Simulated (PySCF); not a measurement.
# TiOF₂, singlet: molecular constants

Level of theory: PBE0 in PySCF with Ti def2-TZVP, O def2-TZVP, F def2-TZVP; no relativity; density-fitted integrals.

The structure is a minimum.

```xyz
4
charge 0 multiplicity 1, angstrom
Ti    0.0500    0.0242    0.0000
O     1.5824   -0.4073    0.0000
F    -0.7299    0.1321   -1.6062
F    -0.7299    0.1321    1.6062
```

```json
{
  "Point group": "Cs",
  "Bond lengths": "Ti–F 1.789 Å (×2), Ti–O 1.592 Å",
  "Bond angles": "F–Ti–F 127.8°, F–Ti–O 115.8° (×2)",
  "Zero-point energy": "18.5 kJ/mol",
  "Principal quadrupole moments (Buckingham, traceless) about the centre of mass": "-7.40, -4.80, 12.21 D Å",
  "Rotational constants": "0.2644, 0.1717, 0.1043 cm⁻¹",
  "Rotational symmetry number": "1",
  "Lowest empty level": "-3.59 eV",
  "Atomisation energy without zero-point energy": "1818 kJ/mol",
  "Highest occupied level": "-9.84 eV",
  "Dipole moment": "1.28 D",
  "Heat capacity Cp at 298.15 K": "64.0 J/(mol K)",
  "Principal polarisabilities": "17.7, 30.4, 35.0 bohr³",
  "Enthalpy at 298.15 K above 0 K": "15.43 kJ/mol",
  "Entropy at 298.15 K and 1 bar": "313.2 J/(mol K)"
}
```

Harmonic modes (masses in u: Ti 47.948, O 15.995, F 18.998):
```tsv
symmetry	ω (cm⁻¹)	IR (km/mol)	type
a'	37	126	bend
a'	201	11.8	bend
a''	277	3.8	bend
a'	676	77.8	stretch
a''	791	293	stretch
a'	1111	270	stretch
```

Charges (e):
```
atom  Mulliken  Löwdin  polar tensor  Mayer order to Ti1
 Ti1      1.51    0.68          2.41                   –
  O2     -0.51   -0.19         -0.87                2.17
F3,4     -0.50   -0.24         -0.77                0.85
```

Mulliken populations on Ti1: s 6.05, p 12.25, d 2.13, f 0.07.

Formally Ti is in oxidation state +4, d0. The polar-tensor charge on Ti, 2.41, is below the formal one.

Only a few start shapes were tried, so a lower isomer may exist.

The final relaxation and frequency run took 50 s on 4 threads of a shared Arm Neoverse V2 host, with 138 basis functions and 17 gradients; the process peaked at 1.5 GiB. Launch command: `OMP_NUM_THREADS=4 python axn.py task.json out`.
